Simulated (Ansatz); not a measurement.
`C#[C][Ti]([Cl])([Cl])[Cl]`, charge 0, multiplicity 1.

(1) Give a relaxed structure at PBE0-D4/def2-TZVP (Ansatz). (Best estimate.)

Results:

(1) Computed: 
Cartesian coordinates in Å:
```
C 0.6112 -2.0259 -0.2341
C 0.2626 -0.8694 -0.1009
Ti -0.3089 1.0242 0.1183
Cl 0.3674 1.6802 2.0665
Cl -2.4676 1.0671 -0.0287
Cl 0.6179 2.1655 -1.4698
H 0.9174 -3.0417 -0.3513
```
Point group C3v.
